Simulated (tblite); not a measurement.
Species: C4H7F2OS (doublet state).
Structure used (GFN2-xTB), in Å, numbered top down from 1:
```
atom  x, y, z in Å
C1    -2.4912   -0.2261    0.4196
C2    -1.1878    0.5441    0.4968
O3    -0.1793   -0.2325   -0.1758
C4     1.0461    0.2843   -0.2047
F5     1.0414    1.5725   -0.7606
F6     1.5160    0.5779    1.0742
C7     1.9686   -0.6100   -0.9152
S8     3.6409   -0.2890   -1.0238
H9    -3.2720    0.3336    0.9261
H10   -2.7743   -0.3780   -0.6180
H11   -2.3791   -1.1960    0.8955
H12   -1.2748    1.5177    0.0021
H13   -0.8833    0.6978    1.5380
H14    1.5694   -1.4181   -1.4912
H15    3.6547    0.7507   -0.1851
```

All values are computed: GFN2-xTB (tblite) harmonic vibrations without scaling, gas phase. Errors from tens to a few hundred cm⁻¹ against measured bands are possible. Modes of hydrogen on sulfur can be 10 to 20 % off. One conformer, not necessarily the lowest. Open shells enter through the occupations alone, without spin polarisation, and single modes of such species can be off by tens of per cent.

Harmonic wavenumbers (cm⁻¹): 29.0, 46.4, 106.3, 110.4, 142.1, 207.1, 212.1, 322.6, 352.8, 367.0, 419.7, 489.1, 509.5, 651.5, 746.6, 796.4, 834.9, 857.9, 904.1, 961.6, 1078.0, 1093.4, 1143.9, 1145.2, 1150.4, 1253.2, 1287.6, 1345.2, 1400.0, 1469.7, 1470.0, 1489.9, 2404.4, 2925.0, 2939.4, 3053.8, 3055.8, 3058.7, 3188.8.

A = 4305, B = 834.9, C = 803.7 MHz; mass 141.019 u (most abundant isotopes); point group C1, symmetry number 1; spin multiplicity 2.

**Question.** What is the zero-point energy?

**Answer.** Half the sum of the wavenumbers: 22510 cm⁻¹ = 269.27 kJ/mol.

**Question.** Entropy at 400 K, 1 bar (ideal gas, RRHO, classical rotation)?

**Answer.** Translation 176.68, rotation 125.42, vibration 173.30, spin (R ln 2) 5.76: S = 481.2 J/(mol K).

**Question.** And Cp and H(400 K) − H(0)?

**Answer.** Cp = 184.23 J/(mol K), of which vibrations give 150.98 (their classical limit is 39 R = 324.3); H(400 K) − H(0) = 46.69 kJ/mol without the zero-point energy, 33.39 from vibrations.

**Question.** How do the functions run with temperature in this model?

**Answer.** 
```tsv
T (K)	S (J/(mol K))	Cp (J/(mol K))	H − H(0) (kJ/mol)	G − H(0) (kJ/mol)	ln q(vib)
100	308.5	83.0	5.89	-24.96	2.53
200	377.7	119.8	16.09	-59.45	5.50
300	432.7	153.5	29.77	-100.04	8.23
500	525.1	209.8	66.44	-196.12	13.26
800	636.1	261.3	137.87	-371.00	19.98
1000	696.9	283.0	192.42	-504.44	23.98
```

q(vib) and H(0) count from the zero-point level.

**Question.** What must be added to the electronic energy to get the Gibbs energy at 400 K and 1 bar?

**Answer.** ZPE + [H(400 K) − H(0)] − T·S = 269.27 + 46.69 − 192.46 = 123.50 kJ/mol.

**Question.** Which modes carry the vibrational entropy at 400 K?

**Answer.** 29.0 cm⁻¹: 27.11; 46.4 cm⁻¹: 23.21; 106.3 cm⁻¹: 16.36; 110.4 cm⁻¹: 16.05; 142.1 cm⁻¹: 13.98; 207.1 cm⁻¹: 10.95 J/(mol K); the other 33 give 65.63 together.

**Question.** Blend soft modes into free rotors: weight 1/[1 + (100 cm⁻¹/ν̃)⁴] for the oscillator and the rest for a rotor with moment μB/(μ + B), μ = h/(8π²ν), B = 10⁻⁴⁴ kg m². What vibrational entropy results?

**Answer.** 154.68 J/(mol K) in place of 173.30, which changes −T·S at 400 K by +7.45 kJ/mol.

Hindered rotation and anharmonicity are outside this model. Other conformers, if any are populated, would add a mixing term that is left out. The structure is chiral; the term R ln 2 for an equal mix with its mirror image is left out.
